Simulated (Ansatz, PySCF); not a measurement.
YOF, SMILES [F][Y]=[O]. Atoms are numbered in the order given.

```xyz
3

Y      0.2284     0.1038     0.0000
O     -0.9655     1.4628     0.0000
F     -0.5983    -1.7476     0.0000
```
Charge 0, spin multiplicity 1.

Geometry optimised at PBE0-D3(BJ)/def2-TZVP. The def2 effective core potentials stand for the cores of Y; spin–orbit coupling is left out.

Two levels are set side by side: PBE-D3(BJ)/def2-TZVP (Ansatz, a quantum-chemistry and plane-wave program) and PBE0-D3(BJ)/def2-TZVP (Ansatz). Each level has its own optimised geometry; the coordinates shown are those of the second. Frequencies come from the Hessian of PySCF at each geometry. Differences are taken from unrounded values.

```tsv
quantity	PBE0-D3(BJ)
mean bond length (Å)	1.918
bond Y1–O2 (Å)	1.809
bond Y1–F3 (Å)	2.028
highest harmonic wavenumber (cm⁻¹)	861
mean harmonic wavenumber (cm⁻¹)	530
zero-point energy (kcal/mol)	2.27
```

**Question.** What does PBE-D3(BJ) give, and how far is it from PBE0-D3(BJ)? (The exact figures need the calculation; the answer reports its results.)

**Answer.** 
| quantity | PBE-D3(BJ) | PBE-D3(BJ) minus PBE0-D3(BJ) |
|---|---|---|
| mean bond length (Å) | 1.931 | 0.013 |
| bond Y1–O2 (Å) | 1.830 | 0.021 |
| bond Y1–F3 (Å) | 2.033 | 0.006 |
| highest harmonic wavenumber (cm⁻¹) | 817 | -44 |
| mean harmonic wavenumber (cm⁻¹) | 512 | -18 |
| zero-point energy (kcal/mol) | 2.20 | -0.08 |

GGA bonds tend to be longer and softer than those of functionals with exact exchange. Differences between two approximate levels are no errors against the true value.
